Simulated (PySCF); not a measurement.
An unknown gives this computed stick spectrum. Computed with TDDFT wB97X-D/def2-SVPD, vertical, gas phase, core orbitals frozen in the response (PySCF 2.14.0, density-fitted response routines). Geometries: GFN2-xTB, one conformer each.

```csv
state,λ (nm),f
S1,277.1,0.048
S2,225.1,0.025
S3,216.1,0.088
S4,208.1,0.031
S5,205.8,0.0089
S6,198.1,0.175
S7,195.5,0.033
S8,185.1,0.012
```

Triplets computed (Tamm–Dancoff): 3.30, 3.79, 4.64 eV.

Question: Which candidate is it?
A. `[C@H]1([C@@H](C1)CC#N)[SiH2]P`
B. `C=C[C@@H](C#N)[Si@H](C)P`
C. `p1cocc1N(C)C`

Answer: C. Its S1, at 4.47 eV, is the lowest among the candidates; the nearest of the others has S1 at 6.58 eV. S1 is HOMO→LUMO (98%). Löwdin shares by element: HOMO nitrogen 34%, carbon 32% or more, oxygen 8% (atoms not listed hold the other 25%); LUMO carbon 37% or more, phosphorus 34%, oxygen 16%. At the same level the other candidates give, for their lowest levels:
- `C=C[C@@H](C#N)[Si@H](C)P`: 187 nm (f 0.031); 183 nm (f 0.137); 176 nm (f 0.024); 173 nm (f 0.032); 171 nm (f 0.289); T1 4.44 eV; HOMO -9.54, LUMO 1.27 eV
- `N#CC[C@@H]1C[C@@H]1[SiH2]P`: 188 nm (f 0.016); 178 nm (f 0.049); 172 nm (f 0.259); 168 nm (f 0.012); 159 nm (f 0.022); T1 5.89 eV; HOMO -9.52, LUMO 1.68 eV

Shape of the structure used: `[CH3:1][N:2]([CH3:3])[c:4]1[cH:5][o:6][cH:7][p:8]1`: C1–N2–C4–C5 -18°.
